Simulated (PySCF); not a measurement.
NMR data simulated for an unnamed compound:

¹H NMR (600 MHz, computed): δ 4.92 (sext, J = 2.1 Hz, 1H), 4.74 (ttq, J = 2.7, 2.0, 1.3 Hz, 1H), 2.14 (m, 2H), 1.85 (quint, J = 1.4 Hz, 3H), 1.02 (tt, J = 8.4, 5.5 Hz, 2H).

¹³C{¹H} NMR (computed): δ 148.0 (C), 105.1 (CH2), 33.8 (CH2, t, J = 1.6 Hz), 26.7 (CH3), 11.3 (CH2, t, J = 30.1 Hz).

PySCF calculation with coordinates at the PBE0-D3(BJ)/def2-SVP level, spin–spin couplings from B3LYP/pcJ-1 (spin–dipole term only in couplings to heteroatoms) and shielding tensors at KT2/pcSseg-1 (GIAO); single conformer, no solvent, fast rotation and ring inversion assumed for equivalent nuclei, non-relativistic.

Chemical shifts δ = σref − σ; ¹H, ¹³C against TMS, all at this level.

Problem. Which of these does the molecule contain: a Si–H bond, a non-aromatic C=C double bond, an N-methyl group, a carboxylic acid?

Solution. 
- A Si–H bond: no.
- A non-aromatic C=C double bond: yes.
- An N-methyl group: no.
- A carboxylic acid: no.

The data belong to `CC(=C)CCB(F)F`, C₅H₉BF₂; they needn't prove each group on their own.

Carbon signals by region: 2 in the sp2 and nitrile region (100–160 ppm), 3 below 50 ppm.

A carbon bonded to boron is broadened by the quadrupolar boron nucleus and is often missing from a measured spectrum. C–F couplings over four or more bonds (about 3 Hz to the para carbon of a fluoroarene) are left out. Splittings below 1 Hz are ignored in the labels, and close J values are merged. Unscaled 3J(H,H) at this level run about 10 % above measured values. Shifts are as computed. Against solution values, carbons near 30 ppm lie about +2 ppm off and those near 130 ppm about -5 ppm. Of 1313 compounds with measured shifts, 239 miss one by over three times the rms of a fit or turn the order of signals round; such compounds aren't used in these exercises. Chain 3J(H,H) values assume equally populated staggered rotamers: (2 J gauche + J anti)/3. Only one conformer was computed, so three-bond couplings in flexible chains and rings are approximate.
